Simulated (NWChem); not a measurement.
System: CH5AlFNO; SMILES C[O][Al]([NH2])[F]

NWChem input:

```
start job
memory heap 200 mb stack 900 mb global 1100 mb
geometry units angstroms noautoz
  Al     0.187789    -0.395936     0.100405
  F     -1.369821    -0.879935     0.427817
  O      0.556381     1.237085    -0.070570
  C     -0.039621     2.488860    -0.040414
  H      0.091868     3.008566    -1.006604
  H     -1.124695     2.445938     0.168374
  H      0.422786     3.123842     0.736693
  N      1.443030    -1.610510    -0.065126
  H      1.295684    -2.608279     0.023076
  H      2.415173    -1.408481    -0.263507
end
basis spherical
  Al library 6-31g*
  F library 6-31g*
  O library 6-31g*
  C library 6-31g*
  H library 6-31g*
  N library 6-31g*
end
dft
  xc scan
  grid xcoarse
  iterations 150
  mulliken
end
task dft gradient
```

Excerpt of the output:

```
             Northwest Computational Chemistry Package (NWChem) 7.3.0
             --------------------------------------------------------

 C1  symmetry detected

                             Geometry "geometry" -> ""
                             -------------------------

 Output coordinates in angstroms (scale by  1.889725989 to convert to a.u.)

  No.       Tag          Charge          X              Y              Z
 ---- ---------------- ---------- -------------- -------------- --------------
    1 Al                  13.0000    -0.01324356    -0.50264577     0.00081509
    2 F                    9.0000    -1.63719261    -0.86374330     0.00002033
    3 O                    8.0000     0.50550081     1.09821330     0.00296151
    4 C                    6.0000     0.01262652     2.39440722    -0.00200594
    5 H                    1.0000     0.36654642     2.94452960    -0.89251864
    6 H                    1.0000    -1.09238106     2.43655938    -0.00333588
    7 H                    1.0000     0.36466363     2.95035251     0.88563834
    8 N                    7.0000     1.15346979    -1.81298804    -0.00108149
    9 H                    1.0000     0.91582115    -2.79713714    -0.00374312
   10 H                    1.0000     2.15819547    -1.68745309    -0.00090579

 Effective nuclear repulsion energy (a.u.)     224.9532696066

                                 NWChem DFT Module
                                 -----------------

 Summary of "ao basis" -> "ao basis" (spherical)
 ------------------------------------------------------------------------------
       Tag                 Description            Shells   Functions and Types
 ---------------- ------------------------------  ------  ---------------------
 Al                          6-31g*                  8       18   4s3p1d
 F                           6-31g*                  6       14   3s2p1d
 O                           6-31g*                  6       14   3s2p1d
 C                           6-31g*                  6       14   3s2p1d
 H                           6-31g*                  2        2   2s
 N                           6-31g*                  6       14   3s2p1d

            General Information
            -------------------
          SCF calculation type: DFT
          Wavefunction type:  closed shell.
          No. of atoms     :    10
          No. of electrons :    48
           Alpha electrons :    24
            Beta electrons :    24
          Charge           :     0
          Spin multiplicity:     1
          Use of symmetry is: off; symmetry adaption is: off
          Maximum number of iterations: 150
          AO basis - number of functions:    84
                     number of shells:    42
          Convergence on energy requested:  1.00D-06
          Convergence on density requested:  1.00D-05
          Convergence on gradient requested:  5.00D-04

              XC Information
              --------------
                         SCAN Method XC Functional
                  SCAN metaGGA Exchange Functional  1.000
                        SCAN Correlation Potential  1.000

             Grid Information
             ----------------
          Grid used for XC integration:  xcoarse
          Radial quadrature: Mura-Knowles
          Angular quadrature: Lebedev.
          Tag              B.-S. Rad. Rad. Pts. Rad. Cut. Ang. Pts.
          ---              ---------- --------- --------- ---------
          Al                  1.25       42           9.0       194
          F                   0.50       21          10.0       194
          O                   0.60       21          10.0       194
          C                   0.70       21          12.0       194
          H                   0.35       21          12.0       194
          N                   0.65       21          11.0       194
          Grid pruning is: on
          Number of quadrature shells:   231
          Spatial weights used:  Erf1

      Superposition of Atomic Density Guess
      -------------------------------------

 Sum of atomic energies:        -510.43049005

      Non-variational initial energy
      ------------------------------

 Total energy =    -512.035985
 1-e energy   =   -1152.501205
 2-e energy   =     415.511950
 HOMO         =      -0.361316
 LUMO         =      -0.045925

     ---------------------------------------------
      Total Density - Mulliken Population Analysis
     ---------------------------------------------

    Atom       Charge   Shell Charges
 -----------   ------   -------------------------------------------------------
    1 Al  13    11.35   2.00  2.00  5.97  0.47  0.53  0.06  0.10  0.21
    2 F    9     9.72   2.00  0.95  3.51  1.02  2.23  0.01
    3 O    8     8.93   2.00  0.92  3.16  0.89  1.95  0.01
    4 C    6     6.20   2.00  0.69  1.84  0.63  0.99  0.06
    5 H    1     0.81   0.48  0.33
    6 H    1     0.81   0.48  0.33
    7 H    1     0.81   0.48  0.33
    8 N    7     8.28   2.00  0.81  2.70  0.80  1.95  0.01
    9 H    1     0.55   0.40  0.14
   10 H    1     0.55   0.40  0.14

   convergence    iter        energy       DeltaE   RMS-Dens  Diis-err
 ---------------- ----- ----------------- --------- --------- ---------
 d= 0,ls=0.0,diis     1   -513.2923754846 -7.38D+02  1.63D-02  9.83D-01
 d= 0,ls=0.0,diis     2   -513.1738563040  1.19D-01  9.28D-03  2.45D+00
 d= 0,ls=0.0,diis     3   -513.3951964241 -2.21D-01  1.37D-03  2.57D-02
 d= 0,ls=0.0,diis     4   -513.3960613990 -8.65D-04  7.82D-04  1.40D-02
 d= 0,ls=0.0,diis     5   -513.3974667907 -1.41D-03  1.29D-04  3.65D-04
  Resetting Diis
 d= 0,ls=0.0,diis     6   -513.3975013196 -3.45D-05  4.29D-05  3.15D-05
 d= 0,ls=0.0,diis     7   -513.3975049682 -3.65D-06  1.70D-05  1.31D-06
 d= 0,ls=0.0,diis     8   -513.3975048807  8.75D-08  9.79D-06  2.12D-06

         Total DFT energy =     -513.397504880709
      One electron energy =    -1158.136396736935
           Coulomb energy =      471.851812862449
    Exchange-Corr. energy =      -52.066190612815
 Nuclear repulsion energy =      224.953269606593

 Numeric. integr. density =       47.998549058702

                       DFT Final Molecular Orbital Analysis
                       ------------------------------------

 Vector   22  Occ=2.000000D+00  E=-2.499385D-01
              MO Center=  2.2D-01,  1.4D+00,  6.3D-03, r^2= 1.8D+00
   Bfn.  Coefficient  Atom+Function         Bfn.  Coefficient  Atom+Function
  ----- ------------  ---------------      ----- ------------  ---------------
    35      0.526779   3 O  px               39      0.394073   3 O  px
    64      0.222630   6 H  s                49     -0.203887   4 C  px
    63      0.183606   6 H  s                38      0.120022   3 O  s
     8     -0.113231   1 Al py               36      0.111682   3 O  py
    66     -0.109053   7 H  s                 6     -0.101906   1 Al s

 Vector   23  Occ=2.000000D+00  E=-2.479405D-01
              MO Center=  4.4D-01,  1.0D+00, -3.9D-03, r^2= 2.9D+00
   Bfn.  Coefficient  Atom+Function         Bfn.  Coefficient  Atom+Function
  ----- ------------  ---------------      ----- ------------  ---------------
    37      0.487562   3 O  pz               41      0.384496   3 O  pz
    51     -0.188105   4 C  pz               71      0.185196   8 N  pz
    62      0.172476   5 H  s                66     -0.166729   7 H  s
     9      0.159400   1 Al pz               75      0.153718   8 N  pz
    61      0.145753   5 H  s                65     -0.141034   7 H  s

 Vector   24  Occ=2.000000D+00  E=-2.190403D-01
              MO Center=  9.9D-01, -1.3D+00, -5.7D-04, r^2= 2.5D+00
   Bfn.  Coefficient  Atom+Function         Bfn.  Coefficient  Atom+Function
  ----- ------------  ---------------      ----- ------------  ---------------
    71      0.521847   8 N  pz               75      0.470909   8 N  pz
    37     -0.232054   3 O  pz               41     -0.189628   3 O  pz
    62     -0.080350   5 H  s                66      0.080254   7 H  s
     9      0.071971   1 Al pz               51      0.067873   4 C  pz
    15     -0.063092   1 Al d -1             61     -0.059056   5 H  s

 Vector   25  Occ=0.000000D+00  E=-1.419280D-02
              MO Center=  1.6D-02, -5.2D-01,  1.8D-03, r^2= 4.6D+00
   Bfn.  Coefficient  Atom+Function         Bfn.  Coefficient  Atom+Function
  ----- ------------  ---------------      ----- ------------  ---------------
    10      1.133075   1 Al s                72     -0.544191   8 N  s
    38     -0.392982   3 O  s                24     -0.251800   2 F  s
     2     -0.186162   1 Al s                68     -0.157558   8 N  s
    21     -0.132748   2 F  px                6      0.128499   1 Al s
    84      0.128941  10 H  s                16      0.125944   1 Al d  0

 Vector   26  Occ=0.000000D+00  E= 3.002942D-02
              MO Center=  6.8D-05, -4.8D-01, -1.6D-03, r^2= 4.6D+00
   Bfn.  Coefficient  Atom+Function         Bfn.  Coefficient  Atom+Function
  ----- ------------  ---------------      ----- ------------  ---------------
    13      0.709311   1 Al pz                9      0.464320   1 Al pz
    75     -0.283249   8 N  pz               71     -0.237499   8 N  pz
    37     -0.200981   3 O  pz               41     -0.198437   3 O  pz
    23     -0.181022   2 F  pz               27     -0.168122   2 F  pz
     5     -0.154401   1 Al pz               62     -0.101466   5 H  s

 Vector   27  Occ=0.000000D+00  E= 7.241806D-02
              MO Center=  2.4D-02, -2.1D-01,  1.7D-04, r^2= 8.4D+00
   Bfn.  Coefficient  Atom+Function         Bfn.  Coefficient  Atom+Function
  ----- ------------  ---------------      ----- ------------  ---------------
    52      0.849490   4 C  s                72     -0.829427   8 N  s
    12     -0.717353   1 Al py               11      0.588166   1 Al px
    64     -0.472765   6 H  s                82      0.363905   9 H  s
    84      0.290570  10 H  s                66     -0.278944   7 H  s
    62     -0.277032   5 H  s                53     -0.209773   4 C  px

     ---------------------------------------------
      Total Density - Mulliken Population Analysis
     ---------------------------------------------

    Atom       Charge   Shell Charges
 -----------   ------   -------------------------------------------------------
    1 Al  13    11.90   2.00  2.00  5.97  0.49  0.91  0.01  0.18  0.35
    2 F    9     9.48   2.00  0.93  3.32  1.04  2.18  0.01
    3 O    8     8.63   2.00  0.87  2.95  0.95  1.85  0.02
    4 C    6     6.22   2.00  0.68  2.03  0.58  0.87  0.07
    5 H    1     0.84   0.53  0.31
    6 H    1     0.84   0.53  0.31
    7 H    1     0.84   0.53  0.31
    8 N    7     7.96   2.00  0.76  2.52  0.85  1.82  0.01
    9 H    1     0.64   0.49  0.15
   10 H    1     0.64   0.49  0.15

     -------------------------------------------
      Total Density - Lowdin Population Analysis
     -------------------------------------------

    Atom       Charge   Shell Charges
 -----------   ------   -------------------------------------------------------
    1 Al  13    12.49   2.00  1.96  5.89  0.41  1.03  0.17  0.40  0.63
    2 F    9     9.26   1.99  0.93  3.20  0.84  2.30  0.01
    3 O    8     8.32   1.99  0.81  2.80  0.64  2.03  0.04
    4 C    6     6.21   1.99  0.54  1.83  0.43  1.28  0.14
    5 H    1     0.88   0.51  0.37
    6 H    1     0.88   0.51  0.37
    7 H    1     0.88   0.51  0.37
    8 N    7     7.62   1.99  0.69  2.37  0.57  1.98  0.02
    9 H    1     0.73   0.46  0.27
   10 H    1     0.73   0.46  0.27

     Multipole analysis of the density
     ---------------------------------

     L   x y z        total         alpha         beta         nuclear
     -   - - -        -----         -----         ----         -------
     0   0 0 0     -0.000000    -24.000000    -24.000000     48.000000

     1   1 0 0      0.549698      0.274849      0.274849     -0.000000
     1   0 1 0     -0.033206     -0.016603     -0.016603      0.000000
     1   0 0 1     -0.002963     -0.001482     -0.001482      0.000000

     2   2 0 0    -27.172318    -89.367175    -89.367175    151.562033
     2   1 1 0     -3.274579      5.348483      5.348483    -13.971546
     2   1 0 1     -0.005066      0.003316      0.003316     -0.011699
     2   0 2 0    -21.253466   -208.889123   -208.889123    396.524779
     2   0 1 1     -0.001300      0.009689      0.009689     -0.020677
     2   0 0 2    -25.058280    -15.352213    -15.352213      5.646145

            General Information
            -------------------
          SCF calculation type: DFT
          Wavefunction type:  closed shell.
          No. of atoms     :    10
          No. of electrons :    48
           Alpha electrons :    24
            Beta electrons :    24
          Charge           :     0
          Spin multiplicity:     1
          Use of symmetry is: off; symmetry adaption is: off
          Maximum number of iterations: 150
          AO basis - number of functions:    84
                     number of shells:    42
          Convergence on energy requested:  1.00D-06
          Convergence on density requested:  1.00D-05
          Convergence on gradient requested:  5.00D-04

              XC Information
              --------------
                         SCAN Method XC Functional
                  SCAN metaGGA Exchange Functional  1.000
                        SCAN Correlation Potential  1.000

             Grid Information
             ----------------
          Grid used for XC integration:  xcoarse
          Radial quadrature: Mura-Knowles
          Angular quadrature: Lebedev.
          Tag              B.-S. Rad. Rad. Pts. Rad. Cut. Ang. Pts.
          ---              ---------- --------- --------- ---------
          Al                  1.25       42           9.0       194
          F                   0.50       21          10.0       194
          O                   0.60       21          10.0       194
          C                   0.70       21          12.0       194
          H                   0.35       21          12.0       194
          N                   0.65       21          11.0       194
          Grid pruning is: on
          Number of quadrature shells:   231
          Spatial weights used:  Erf1

          Convergence Information
          -----------------------
          Convergence aids based upon iterative change in
          total energy or number of iterations.
          Levelshifting, if invoked, occurs when the
          HOMO/LUMO gap drops below (HL_TOL):  1.00D-02
          DIIS, if invoked, will attempt to extrapolate
          using up to (NFOCK): 10 stored Fock matrices.

                    Damping( 0%)  Levelshifting(0.5)       DIIS
                  --------------- ------------------- ---------------
          dE  on:    start            ASAP                start
          dE off:    2 iters        150 iters           150 iters

[...]

                         DFT ENERGY GRADIENTS

    atom               coordinates                        gradient
                 x          y          z           x          y          z
   1 Al     -0.025027  -0.949863   0.001540    0.011998  -0.001342   0.000036
   2 F      -3.093845  -1.632238   0.000038   -0.006808  -0.001396  -0.000004
   3 O       0.955258   2.075322   0.005596   -0.007483   0.007175  -0.000017
   4 C       0.023861   4.524774  -0.003791    0.008335  -0.015936   0.000016
   5 H       0.692672   5.564354  -1.686616    0.000021   0.003156  -0.001649
   6 H      -2.064301   4.604430  -0.006304   -0.003017   0.002005  -0.000011
   7 H       0.689114   5.575358   1.673614    0.000035   0.003192   0.001650
   8 N       2.179742  -3.426051  -0.002044   -0.007825   0.008391   0.000010
   9 H       1.730651  -5.285823  -0.007073   -0.001590  -0.006074  -0.000035
  10 H       4.078398  -3.188824  -0.001712    0.006335   0.000829   0.000005
```

Level: SCAN/6-31G* (spherical d). Coordinates come from a PBE0/def2-SVP optimisation.
